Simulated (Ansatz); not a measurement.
C$_{2}$H$_{8}$ClGeNSi (`C=C[N]([GeH3])[SiH2]Cl`), charge 0, multiplicity 1.

(1) Give a relaxed structure at PBE0-D4/def2-TZVP (the Gaussian-basis code of Ansatz). (An estimate is asked.)

## Answers

(1) Computed: 
Z-matrix (Å, degrees):
```
Ge
N 1 1.865
H 1 1.536 2 103.9
H 1 1.534 2 110.0 3 118.9
H 1 1.534 2 110.0 3 -118.9
C 2 1.394 1 118.5 3 -0.2
Si 2 1.725 1 123.8 3 179.7
C 6 1.334 2 126.7 1 179.8
H 6 1.087 2 114.7 1 -0.2
Cl 7 2.057 2 106.8 1 0.3
H 7 1.481 2 112.0 1 -117.4
H 7 1.481 2 112.0 1 118.0
H 8 1.085 6 123.5 2 -0.1
H 8 1.081 6 119.7 2 180.0
```
Point group Cs.
This is one stationary point; other conformers may exist.
